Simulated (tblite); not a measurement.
Record of a relaxation.

Compound: C6H12FO (doublet state).
SMILES with atom numbers: `[CH3:1][O:2][C@@H:3]([CH3:4])[CH:5][CH2:6][CH2:7][F:8]` (hydrogens: H9, H10, H11 on C1; H12 on C3; H13, H14, H15 on C4; H16 on C5; H17, H18 on C6; H19, H20 on C7)

Computed with GFN2-xTB (tblite), gas phase: L-BFGS steps from a force-field or distance-geometry start until the largest atomic force falls under 0.01 eV/Å. 9 of its 182 geometries are shown.

Step 0: E = -752.6614 eV, largest atomic force 2.173 eV/Å
```
atom  x, y, z in Å  |  force x, y, z in eV/Å
C1     -1.901    1.418   -0.127   -1.877   1.046   0.324
O2     -1.294    0.462   -0.905    0.466   0.326  -0.680
C3     -0.797   -0.624   -0.157    0.057  -0.961   1.192
C4     -1.468   -1.927   -0.563    0.235  -0.998   0.745
C5      0.704   -0.712   -0.229   -0.952   1.147  -1.271
C6      1.319    0.589    0.152    0.553  -0.418   1.402
C7      2.832    0.488    0.071    0.475   0.665   0.177
F8      3.229    0.175   -1.226    0.021   0.306   0.895
H9     -1.262    1.881    0.649   -0.131  -0.345  -0.215
H10    -2.814    0.953    0.342    0.611   0.466   0.122
H11    -2.314    2.265   -0.746    0.640  -0.856   0.155
H12    -1.043   -0.459    0.927   -0.001  -0.028  -0.488
H13    -1.293   -2.183   -1.606   -0.158   0.225   0.055
H14    -0.979   -2.722    0.059   -0.561   0.477  -0.520
H15    -2.543   -1.908   -0.326    0.460  -0.026  -0.291
H16     1.085   -1.166   -1.145    0.114  -0.100   0.495
H17     0.946    1.477   -0.386    0.108  -0.454  -0.227
H18     1.099    0.788    1.236    0.011  -0.079  -0.617
H19     3.250   -0.266    0.774   -0.276   0.152  -0.648
H20     3.239    1.482    0.382    0.205  -0.545  -0.604
```

Step 23: E = -753.1283 eV, largest atomic force 0.110 eV/Å
```
atom  x, y, z in Å  |  force x, y, z in eV/Å
C1     -2.036    1.442   -0.116   -0.044   0.051   0.042
O2     -1.454    0.408   -0.854    0.014   0.089  -0.042
C3     -0.833   -0.650   -0.092   -0.018  -0.058   0.049
C4     -1.436   -1.973   -0.556   -0.001  -0.034   0.018
C5      0.638   -0.582   -0.281    0.014  -0.022  -0.002
C6      1.384    0.613    0.182    0.017   0.057   0.031
C7      2.898    0.486    0.084    0.044  -0.021  -0.023
F8      3.301    0.242   -1.204   -0.042  -0.004  -0.034
H9     -1.336    1.900    0.594    0.032  -0.010  -0.033
H10    -2.916    1.097    0.444    0.004  -0.010  -0.019
H11    -2.343    2.197   -0.841   -0.025  -0.038   0.027
H12    -1.074   -0.500    0.972   -0.051   0.060   0.038
H13    -1.243   -2.110   -1.617   -0.006  -0.001   0.037
H14    -1.010   -2.803    0.002    0.032   0.028  -0.022
H15    -2.512   -1.955   -0.395    0.034  -0.026  -0.042
H16     1.091   -1.206   -1.029    0.053  -0.051  -0.055
H17     1.084    1.487   -0.412   -0.047   0.056  -0.062
H18     1.145    0.841    1.225   -0.067   0.012   0.037
H19     3.268   -0.348    0.689    0.025   0.014   0.006
H20     3.379    1.426    0.382    0.034  -0.092   0.049
```

Step 45: E = -753.1456 eV, largest atomic force 0.037 eV/Å
```
atom  x, y, z in Å  |  force x, y, z in eV/Å
C1     -2.072    1.450   -0.113    0.001  -0.011  -0.012
O2     -1.479    0.423   -0.856    0.008  -0.017   0.009
C3     -0.846   -0.625   -0.086    0.016   0.029  -0.006
C4     -1.395   -1.968   -0.558    0.004   0.018   0.002
C5      0.626   -0.545   -0.261    0.003   0.003  -0.016
C6      1.388    0.650    0.178   -0.020  -0.018  -0.002
C7      2.894    0.436    0.085   -0.022   0.004   0.003
F8      3.271    0.265   -1.225    0.035   0.004   0.010
H9     -1.352    1.955    0.542    0.001   0.020  -0.016
H10    -2.903    1.079    0.500   -0.004  -0.017   0.017
H11    -2.455    2.163   -0.840   -0.011   0.027   0.000
H12    -1.112   -0.468    0.973    0.007  -0.009  -0.001
H13    -1.184   -2.091   -1.616    0.003  -0.003  -0.009
H14    -0.927   -2.774   -0.001   -0.012  -0.020   0.004
H15    -2.471   -2.004   -0.414   -0.013  -0.017   0.013
H16     1.098   -1.207   -0.967   -0.020   0.009   0.000
H17     1.129    1.516   -0.453    0.005  -0.018   0.020
H18     1.135    0.916    1.210    0.000   0.011  -0.006
H19     3.204   -0.468    0.621    0.003   0.015  -0.007
H20     3.445    1.306    0.458    0.016  -0.010  -0.002
```

Step 68: E = -753.1516 eV, largest atomic force 0.034 eV/Å
```
atom  x, y, z in Å  |  force x, y, z in eV/Å
C1     -2.104    1.444   -0.120   -0.008   0.020   0.002
O2     -1.517    0.418   -0.867   -0.010   0.017  -0.003
C3     -0.839   -0.607   -0.105   -0.017  -0.018   0.006
C4     -1.395   -1.960   -0.540   -0.002  -0.017   0.000
C5      0.625   -0.518   -0.331   -0.006  -0.004   0.015
C6      1.405    0.645    0.154    0.010   0.015   0.004
C7      2.911    0.403    0.127    0.009   0.010  -0.006
F8      3.364    0.310   -1.167   -0.015  -0.011  -0.007
H9     -1.358    2.061    0.398    0.020  -0.011   0.002
H10    -2.812    1.055    0.623    0.006  -0.003  -0.009
H11    -2.642    2.069   -0.832   -0.001   0.001  -0.009
H12    -1.070   -0.441    0.960    0.019   0.006   0.006
H13    -1.218   -2.096   -1.604    0.002  -0.009   0.008
H14    -0.906   -2.757    0.013   -0.011  -0.008  -0.012
H15    -2.466   -1.999   -0.360    0.016  -0.011   0.005
H16     1.072   -1.153   -1.076    0.002   0.012  -0.021
H17     1.198    1.525   -0.474    0.009   0.019  -0.010
H18     1.111    0.908    1.176    0.003  -0.011   0.009
H19     3.183   -0.536    0.620   -0.032   0.008   0.007
H20     3.453    1.238    0.583    0.006  -0.003   0.013
```

Step 90: E = -753.1778 eV, largest atomic force 0.111 eV/Å
```
atom  x, y, z in Å  |  force x, y, z in eV/Å
C1     -2.104    1.448   -0.151    0.012   0.026   0.012
O2     -1.777    0.273   -0.836   -0.050   0.021   0.045
C3     -0.862   -0.600   -0.133   -0.052   0.039  -0.004
C4     -1.282   -2.028   -0.477    0.043  -0.022  -0.020
C5      0.531   -0.283   -0.536    0.007  -0.038  -0.048
C6      1.385    0.726    0.137   -0.079  -0.003  -0.037
C7      2.848    0.273    0.226   -0.060   0.007  -0.019
F8      3.398    0.193   -1.030   -0.003   0.021   0.083
H9     -1.220    2.063    0.055   -0.031   0.014  -0.029
H10    -2.608    1.226    0.800    0.021   0.012  -0.004
H11    -2.787    2.005   -0.793    0.038  -0.032  -0.011
H12    -1.008   -0.443    0.947    0.087   0.063   0.027
H13    -1.189   -2.198   -1.544    0.008   0.032  -0.064
H14    -0.664   -2.744    0.052    0.084  -0.020   0.042
H15    -2.320   -2.179   -0.191    0.003   0.021  -0.022
H16     0.861   -0.613   -1.509   -0.060  -0.043   0.052
H17     1.395    1.663   -0.443   -0.044   0.002   0.021
H18     1.022    0.953    1.142    0.028  -0.053  -0.010
H19     2.932   -0.723    0.670    0.014  -0.016   0.018
H20     3.444    0.997    0.791    0.035  -0.030  -0.029
```

Step 113: E = -753.2239 eV, largest atomic force 0.122 eV/Å
```
atom  x, y, z in Å  |  force x, y, z in eV/Å
C1     -2.160    1.456   -0.193    0.042   0.065  -0.006
O2     -2.019    0.140   -0.655    0.024   0.043   0.027
C3     -0.879   -0.537   -0.108    0.060   0.027   0.025
C4     -1.057   -2.017   -0.444    0.014  -0.009  -0.030
C5      0.390   -0.006   -0.669    0.006   0.008   0.000
C6      1.361    0.789    0.115    0.002  -0.026   0.007
C7      2.713    0.071    0.276   -0.002  -0.008   0.021
F8      3.394    0.055   -0.914   -0.014  -0.003   0.009
H9     -1.266    2.063   -0.399   -0.094  -0.077  -0.004
H10    -2.355    1.478    0.890    0.008   0.007  -0.075
H11    -3.009    1.882   -0.726   -0.002  -0.022   0.039
H12    -0.891   -0.409    0.987   -0.001   0.057   0.033
H13    -1.010   -2.139   -1.520   -0.006  -0.084  -0.045
H14    -0.273   -2.601    0.029    0.020  -0.016  -0.037
H15    -2.024   -2.364   -0.092   -0.032   0.019   0.005
H16     0.604   -0.205   -1.707   -0.013   0.042   0.055
H17     1.578    1.745   -0.382   -0.038  -0.040   0.019
H18     0.970    0.990    1.115    0.026   0.018  -0.015
H19     2.576   -0.972    0.576    0.008  -0.001   0.007
H20     3.352    0.593    0.998   -0.007  -0.002  -0.036
```

Step 136: E = -753.2394 eV, largest atomic force 0.047 eV/Å
```
atom  x, y, z in Å  |  force x, y, z in eV/Å
C1     -2.210    1.441   -0.254   -0.015  -0.015  -0.040
O2     -2.070    0.084   -0.575   -0.028  -0.023   0.010
C3     -0.862   -0.500   -0.078    0.003   0.026   0.016
C4     -0.941   -1.987   -0.444    0.009   0.030  -0.004
C5      0.340    0.147   -0.658    0.009  -0.003  -0.004
C6      1.379    0.810    0.155   -0.011   0.008   0.005
C7      2.650   -0.048    0.299    0.010  -0.012  -0.009
F8      3.331   -0.099   -0.890   -0.003  -0.002  -0.003
H9     -1.431    2.048   -0.729    0.017   0.024   0.019
H10    -2.172    1.602    0.831    0.005  -0.002   0.018
H11    -3.184    1.744   -0.629   -0.041   0.019  -0.009
H12    -0.846   -0.390    1.021   -0.003   0.008   0.021
H13    -0.963   -2.086   -1.525    0.003  -0.032   0.004
H14    -0.081   -2.518   -0.045    0.001  -0.005  -0.012
H15    -1.853   -2.410   -0.033    0.004  -0.001  -0.011
H16     0.469    0.095   -1.725    0.013   0.001  -0.028
H17     1.689    1.752   -0.308   -0.005   0.020  -0.011
H18     1.012    1.014    1.163   -0.008  -0.008   0.011
H19     2.402   -1.078    0.566    0.022  -0.022   0.035
H20     3.334    0.389    1.035    0.019  -0.012  -0.008
```

Step 158: E = -753.2439 eV, largest atomic force 0.015 eV/Å
```
atom  x, y, z in Å  |  force x, y, z in eV/Å
C1     -2.248    1.440   -0.267   -0.009   0.001  -0.007
O2     -2.078    0.085   -0.586    0.001  -0.012  -0.008
C3     -0.866   -0.477   -0.077    0.004   0.005   0.004
C4     -0.910   -1.966   -0.445    0.004  -0.002   0.000
C5      0.338    0.180   -0.643    0.000   0.002   0.015
C6      1.392    0.802    0.184    0.003   0.000   0.003
C7      2.655   -0.075    0.288   -0.004   0.000  -0.002
F8      3.242   -0.214   -0.942    0.006  -0.004   0.006
H9     -1.473    2.063   -0.730    0.008   0.002   0.006
H10    -2.223    1.600    0.819   -0.011  -0.005   0.000
H11    -3.223    1.727   -0.654   -0.001  -0.003   0.004
H12    -0.866   -0.369    1.023    0.009   0.008  -0.007
H13    -0.924   -2.069   -1.526   -0.005   0.002   0.005
H14    -0.040   -2.478   -0.046    0.004  -0.001   0.006
H15    -1.813   -2.412   -0.038   -0.010   0.002  -0.002
H16     0.476    0.135   -1.710   -0.001   0.010  -0.002
H17     1.706    1.755   -0.256    0.001  -0.001   0.003
H18     1.037    0.979    1.202    0.004   0.001  -0.012
H19     2.411   -1.082    0.641    0.002   0.001  -0.007
H20     3.401    0.388    0.943   -0.005  -0.005  -0.002
```

Step 181: E = -753.2489 eV, largest atomic force 0.010 eV/Å
```
atom  x, y, z in Å  |  force x, y, z in eV/Å
C1     -2.354    1.407   -0.278   -0.002  -0.005   0.002
O2     -2.073    0.077   -0.624    0.001   0.007   0.004
C3     -0.847   -0.406   -0.077   -0.005  -0.003  -0.005
C4     -0.812   -1.907   -0.406   -0.002  -0.001   0.000
C5      0.331    0.298   -0.642    0.006  -0.001  -0.008
C6      1.448    0.800    0.184    0.008  -0.003  -0.002
C7      2.630   -0.187    0.257   -0.002   0.000   0.004
F8      3.203   -0.344   -0.978   -0.006   0.007  -0.001
H9     -1.577    2.090   -0.642    0.005   0.000  -0.002
H10    -2.441    1.524    0.811   -0.001   0.004  -0.001
H11    -3.305    1.654   -0.746   -0.002  -0.004  -0.001
H12    -0.868   -0.273    1.020   -0.002  -0.002   0.002
H13    -0.790   -2.037   -1.484    0.001  -0.002  -0.001
H14     0.066   -2.371    0.032   -0.002   0.000   0.004
H15    -1.709   -2.380   -0.014    0.004   0.000  -0.001
H16     0.417    0.338   -1.715    0.002   0.002   0.009
H17     1.838    1.733   -0.235    0.000  -0.004  -0.001
H18     1.121    0.978    1.211    0.000  -0.001   0.002
H19     2.303   -1.179    0.583   -0.002   0.009  -0.003
H20     3.414    0.193    0.921    0.000  -0.005  -0.003
```

Question: Summarise the path.

Answer: The energy falls by 56.69 kJ/mol from step 0 to step 181; nine tenths of that is first reached at step 96. It rises by more than 0.2 meV at step 92. The largest force goes from 2.173 to 0.010 eV/Å. Among the bonds C1–H11 changes most, from 1.127 to 1.088 Å; the atoms move by 0.948 Å rms after alignment.

Question: Follow the three bonds and two angles with the largest change from start to end.

Answer: 
```tsv
step	E above end (kJ/mol)	largest force (eV/Å)	C1–H11 (Å)	C4–H14 (Å)	C6–H18 (Å)	C3–C5–C6 (°)	C5–C6–H17 (°)
0	56.69	2.173	1.127	1.121	1.123	110.4	116.0
8	16.26	0.260	1.090	1.091	1.101	115.3	107.6
16	12.61	0.101	1.089	1.088	1.097	118.0	109.2
24	11.42	0.118	1.089	1.087	1.095	120.0	109.7
31	10.40	0.085	1.090	1.087	1.095	120.8	109.6
39	10.09	0.036	1.090	1.087	1.096	121.0	109.8
47	9.93	0.035	1.090	1.087	1.096	121.3	110.0
55	9.78	0.045	1.089	1.086	1.096	121.2	110.2
63	9.47	0.031	1.089	1.086	1.095	121.2	110.0
71	9.31	0.041	1.090	1.086	1.095	120.9	110.1
79	9.11	0.055	1.089	1.086	1.094	121.2	110.1
87	8.03	0.177	1.089	1.088	1.093	123.4	111.0
94	6.10	0.119	1.089	1.086	1.092	124.7	109.8
102	3.95	0.098	1.090	1.087	1.092	123.6	109.8
110	2.90	0.113	1.087	1.088	1.091	123.3	110.9
118	1.74	0.081	1.091	1.087	1.091	123.4	110.4
126	1.16	0.033	1.088	1.087	1.092	122.9	110.6
134	0.98	0.048	1.088	1.086	1.092	123.3	110.7
142	0.75	0.035	1.088	1.086	1.092	123.6	110.5
150	0.58	0.026	1.089	1.086	1.093	123.7	110.0
157	0.49	0.019	1.088	1.086	1.093	123.5	110.2
165	0.43	0.031	1.088	1.087	1.092	123.5	110.2
173	0.14	0.039	1.088	1.087	1.092	123.4	110.5
181	0.00	0.010	1.088	1.086	1.093	123.2	110.2
```

What follows is the cost of the whole relaxation. Hardware: one thread of an Arm Neoverse V2, no GPU, on a shared host. Cost: 0.97 s of wall time.
